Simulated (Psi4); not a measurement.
Here is a job for Psi4.
```
memory 2 GB

molecule {
0 1
  Se   -0.00212195    0.05573074   -0.00140146
  H    -0.99156528   -0.98670710    0.01758038
  H     1.06371165   -0.90813823    0.03006913
}

set basis cc-pvdz

energy('pbe')
print_variables()
```

Problem. What is the computed total energy (PBE/cc-pVDZ run with Psi4)?

Solution. -2402.3495 Eh

Problem. Predict the number of basis functions from PBE/cc-pVDZ.

Solution. 37

Problem. Estimate the nuclear repulsion energy that PBE/cc-pVDZ returns for this input.

Solution. 25.2919 Eh

Problem. What is the computed dipole moment (PBE/cc-pVDZ)?

Solution. 0.92 D
